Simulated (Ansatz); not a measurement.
Reaction (ligand exchange at a B–C bond): `CBCC(O)=S` + `O[SiH](O)F` → `CBO[SiH](O)F` + `CC(O)=S`

Gas-phase electronic energies from Ansatz, PBE0-D4/def2-TZVP geometries. CCSD(T)/CBS is the MP2 limit (def2-TZVPP, def2-QZVPP) plus CCSD(T) − MP2 in def2-TZVPP, frozen cores. This one scheme is used for every species. Functionals use def2-TZVPP. B3LYP here is the variant with VWN-RPA as its local correlation; programs differ in this. One conformer a species, not always the lowest.

| level | ΔE (kJ/mol) | difference from CCSD(T)/CBS |
| --- | --- | --- |
| PBE-D4 | -144.9 | 7.3 |
| r2SCAN-D4 | -151.4 | 0.8 |
| PBE0-D4 | -147.9 | 4.3 |
| B3LYP-D4 | -157.4 | -5.2 |
| ωB97X-V | -153.5 | -1.3 |
| B2PLYP | -159.0 | -6.8 |
| r2SCAN | -151.9 | 0.3 |
| PBE0 | -149.3 | 2.9 |
| MP2/def2-TZVPP | -152.8 | -0.6 |
| CCSD/def2-TZVPP | -156.2 | -4.0 |
| CCSD(T)/def2-TZVPP | -154.3 | -2.1 |
| HF/def2-QZVPP | -173.8 | -21.6 |
| MP2/def2-QZVPP | -151.8 | 0.4 |
| SCS-MP2/def2-QZVPP | -156.0 | -3.8 |
| MP2/CBS(def2) | -150.7 | 1.5 |
| CCSD/CBS(def2) | -154.0 | -1.8 |
| CCSD(T)/CBS | -152.2 | 0 |

Largest T1 diagnostic among the species: 0.017.

In def2-TZVPP, CCSD(T) changes the Hartree–Fock value by +19.0 kJ/mol (the triples alone add +1.9 kJ/mol) and MP2 by +20.4 kJ/mol.
